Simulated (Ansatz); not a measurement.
CH6F2Si2 (`FC(F)([SiH3])[SiH3]`). Total charge 0; spin multiplicity 1. All single points use the PBE0-D4/def2-TZVP geometry.

```xyz
11

F    -1.242   -1.099   -0.920
C    -0.450   -0.547    0.069
F    -0.708   -1.270    1.218
Si    1.390   -0.822   -0.413
Si   -1.026    1.264    0.357
H     1.652   -0.087   -1.675
H     2.239   -0.276    0.675
H     1.619   -2.276   -0.587
H    -0.798    2.026   -0.895
H    -2.465    1.248    0.716
H    -0.210    1.839    1.455
```

(1) What is the dipole moment at r2SCAN/def2-TZVPP? (Best estimate.)

(2) And with PBE, B3LYP, ωB97M-V? (An estimate is asked.)

(3) Give the Mulliken charges with r2SCAN, PBE, ωB97M-V in def2-TZVPP. (Best estimate.)

Answers

(1) Ansatz gave: 1.64 D, with components (1.04, 1.26, -0.16) D in this frame, pointing from negative to positive charge.

(2) Computed: PBE 1.52 D, B3LYP 1.76 D, ωB97M-V 1.78 D.

(3) Computed: 
```tsv
atom	r2SCAN	PBE	ωB97M-V
F1	-0.21	-0.17	-0.20
C2	0.23	0.24	0.18
F3	-0.21	-0.17	-0.20
Si4	0.24	0.15	0.13
Si5	0.24	0.15	0.13
H6	-0.05	-0.04	-0.01
H7	-0.05	-0.04	-0.01
H8	-0.05	-0.03	0.00
H9	-0.05	-0.04	-0.01
H10	-0.05	-0.03	0.00
H11	-0.05	-0.04	-0.01
```

B3LYP here is the variant with VWN-RPA as its local correlation; programs differ in this.
